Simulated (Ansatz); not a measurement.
Reaction (ligand exchange at the Si–S bond): `[SiH3][AlH][S][SiH3]` + `[OH][GeH2][F]` → `[F][GeH2][O][SiH3]` + `[SiH3][AlH][SH]`

Isolated molecules relaxed with PBE0-D4/def2-TZVP in Ansatz; ΔE leaves out vibrations. CCSD(T)/CBS adds triple-zeta CCSD(T) − MP2 to the extrapolated MP2 energy (def2 sets, frozen cores). For Ge outer-core shells are correlated without core-valence functions, which leaves a few kJ/mol of doubt a bond. Scalar relativity is left out up to krypton. One conformer a species, not always the lowest.

`[SiH3][AlH][S][SiH3]`:

Cartesian coordinates in Å:
```
Si 0.025 0.436 1.835
Al 1.581 -0.690 0.309
S 1.077 -0.980 -1.799
Si -0.850 -0.059 -1.868
H -1.383 0.005 1.609
H 0.371 0.147 3.255
H 0.081 1.913 1.645
H 3.002 -1.253 0.721
H -0.868 1.202 -1.081
H -1.138 0.246 -3.291
H -1.898 -0.967 -1.337
```

`[OH][GeH2][F]`:

```xyz
6

O     0.137   -0.112    1.366
Ge    0.020    0.255   -0.352
F     0.821   -1.020   -1.219
H    -0.360   -0.891    1.627
H    -1.431    0.228   -0.850
H     0.814    1.540   -0.570
```

`[F][GeH2][O][SiH3]`:

Cartesian coordinates in Å:
```
F 0.025 1.871 1.451
Ge 0.631 1.454 -0.121
O 0.624 -0.296 -0.205
Si -0.499 -1.475 0.009
H 2.084 1.917 -0.195
H -0.357 2.044 -1.133
H -0.552 -1.894 1.432
H -1.845 -0.990 -0.404
H -0.110 -2.631 -0.835
```

`[SiH3][AlH][SH]`:

```xyz
8

Si   -0.935    1.222    0.252
Al    0.637   -0.654    0.248
S     0.858   -1.743   -1.633
H    -1.625    1.372   -1.058
H    -0.227    2.501    0.547
H    -1.976    1.041    1.304
H     1.501   -1.136    1.485
H     1.767   -2.604   -1.145
```

```json
{"species": "`[SiH3][AlH][S][SiH3]`", "MP2/def2-QZVPP energy (Eh)": "-1222.07536"}
{"species": "`[OH][GeH2][F]`", "MP2/def2-QZVPP energy (Eh)": "-2252.67162"}
{"species": "`[F][GeH2][O][SiH3]`", "MP2/def2-QZVPP energy (Eh)": "-2542.95863"}
{"species": "`[SiH3][AlH][SH]`", "MP2/def2-QZVPP energy (Eh)": "-931.80171"}
```

Task: Work out ΔE.

Result: ΔE = (-2542.95863) + (-931.80171) − (-1222.07536) − (-2252.67162) = -0.01336 Eh = -0.36 eV. CCSD(T)/CBS gives -0.38 eV.

Largest T1 diagnostic among the species: 0.013.

The D4 term adds +0.08 eV with B3LYP and +0.04 eV with PBE0; it sums over pairs of atoms, weighted by their polarisabilities, and B3LYP, whose exchange is more repulsive, gets the larger term. At CCSD(T), def2-SVP lies −0.05 eV from the extrapolated value and def2-TZVPP −0.04 eV. From PBE to PBE0 (25 % exact exchange), in def2-TZVPP and without D4, ΔE moves by −0.04 eV.

B3LYP here is the variant with VWN-RPA as its local correlation; programs differ in this.
